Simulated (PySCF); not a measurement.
# Spin states of SrSb⁻

Unrestricted PBE0; basis Sr def2-SVPD with ECP28, Sb def2-SVPD with ECP28; scalar-relativistic core potentials; PySCF 2.14. Outer shells of the fragments: Sr 5s2; Sb− 4d10 5s2 5p4.

Followed along the bond (rough minima from three points):

```csv
2Ms+1,unpaired,⟨S²⟩ at the start,R at minimum (Å),Te (eV)
3,"σ ↑, π ↑",2.02,3.11,0.00
1,"σ ↓, π ↑",1.02,3.08,0.09
```

Solutions found at the starting distance of 3.175 Å, counted from the lowest of them; the search is not exhaustive and high or unbound solutions are not listed, so other states can lie among these:

```tsv
2Ms+1	unpaired	term	E (eV)	⟨S²⟩	⟨Lz²⟩	μ (D)
3	σ ↑, π ↑	³Π	0.00	2.02	1.02	-0.17
1	σ ↓, π ↑	mixed	0.10	1.02	1.02	-0.99
```

A term symbol is given only where ⟨S²⟩ and ⟨Lz²⟩ are close to those of a pure state; real π, δ and φ orbitals otherwise mix terms. A positive dipole points towards Sb; it is taken about the centre of mass and depends on that origin.

Spin–orbit coupling is left out.
